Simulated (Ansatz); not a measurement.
System: sum formula Si3N2H9, charge 0, multiplicity 2. It need not be the lowest isomer of its formula. SMILES: [SiH3]N[SiH]N[SiH3]
Structure (B3LYP-D3(BJ)/def2-TZVP (Ansatz, a first-principles code) minimum search):
```xyz
14

Si    -0.0714    -0.6590     0.0729
N     -1.3332     0.5295     0.0049
Si    -2.9593     0.4244     0.5928
N      1.4491     0.1731     0.1365
Si     2.9515    -0.1895    -0.6558
H      0.0197    -1.5224    -1.1455
H     -1.0777     1.3938    -0.4604
H     -3.1210    -0.9178     1.1930
H     -3.9485     0.6013    -0.4986
H     -3.2417     1.4609     1.6171
H      1.5056     0.8801     0.8601
H      3.9278    -0.8549     0.2423
H      2.6548    -1.0842    -1.7936
H      3.5786     1.0633    -1.1434
```
Charge 0, spin multiplicity 2.

Atomisation energy built up term by term with Ansatz (kcal/mol; UHF references for open shells; valence terms freeze the core; atomic spin-orbit terms are left out). CBS(X,Y): correlation extrapolated as X^-3; Hartree-Fock from the larger set.

```csv
term,basis,kcal/mol
Hartree-Fock,cc-pV(Q+d)Z,776.72
CCSD correlation,"CBS(cc-pV(T+d)Z,cc-pV(Q+d)Z)",___
(T),"CBS(cc-pV(T+d)Z,cc-pV(Q+d)Z)",___
core correlation,cc-pwCVTZ,0.86
scalar relativity (X2C),cc-pVTZ-DK against cc-pVTZ,-2.65
sum: De,,___
```

### Question
Fill in the missing entries.

### Answer

- CCSD correlation, kcal/mol: 277.03
- (T), kcal/mol: 13.95
- sum: De, kcal/mol: 1065.9
